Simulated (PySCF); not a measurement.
Species: C3H7ClGe2.
Structure used (PBE0-D3(BJ)/def2-SVP), in Å, numbered top down from 1:
```xyz
13
C3H7ClGe2 angstrom
C     -0.973    0.345   -3.013
C     -0.164   -0.490   -2.666
C      0.790   -1.459   -2.201
Cl     1.360   -2.527   -3.568
Ge     2.411   -0.555   -1.493
Ge    -0.048   -2.671   -0.866
H     -1.689    1.083   -3.323
H      3.026    0.268   -2.632
H      1.985    0.351   -0.323
H      3.382   -1.642   -1.006
H      1.022   -3.671   -0.402
H     -0.539   -1.818    0.317
H     -1.218   -3.388   -1.551
```

The closed-shell ground state was solved at several levels (PySCF, density fitting, gas phase). The calculation is non-relativistic and has no spin–orbit coupling, an omission that weighs most on germanium.

```json
{"level": "CAM-B3LYP/def2-SVPD", "basis functions": "219", "HOMO (eV)": "-8.63", "LUMO (eV)": "0.27", "gap (eV)": "8.90", "dipole (D)": "1.66"}
{"level": "CAM-B3LYP/pcSseg-1", "basis functions": "192", "HOMO (eV)": "-8.61", "LUMO (eV)": "0.48", "gap (eV)": "9.09", "dipole (D)": "1.72"}
```

Question: Estimate the row for PBE0/pcSseg-1, a basis of 192 functions; the other rows only guide the guess.

Answer: HOMO -7.36 eV, LUMO -0.74 eV, gap 6.62 eV, dipole 1.68 D.

Question: Over all these levels, which gives the widest orbital gap and which the narrowest?

Answer: CAM-B3LYP/pcSseg-1 (range-separated hybrid) has the widest, 9.09 eV, and PBE0/pcSseg-1 (global hybrid, 25 % exact exchange) the narrowest, 6.62 eV. The two share the basis. From the narrowest to the widest the HOMO moves by -1.25 eV and the LUMO by +1.22 eV.

Question: How far do the dipole and the HOMO energy spread over the levels?

Answer: The dipole runs from 1.66 to 1.72 D (mean 1.69 D) and the HOMO from -8.63 to -7.36 eV.
